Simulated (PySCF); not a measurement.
**Electron correlation in Al+ (aluminium, charge +1)**

[Ne] 3s1 3p1, high-spin 3P determinant (an excited configuration). All numbers are calculated (PySCF 2.14, scalar relativity by spin-free X2C-1e, in aug-cc-pCVTZ-DK). Frozen: 1s2; 10 electrons correlated.

```csv
level,correlation energy (mhartree)
CCSD,-284.70
(T),-2.11
CCSD(T),-286.81
```

Diagnostics: T1 = 0.0038, D1 = 0.0149, largest double amplitude 0.033.

**Question.** Is a single reference adequate?

**Answer.** Yes: T1 lies below 0.03 and no double amplitude reaches 0.07.
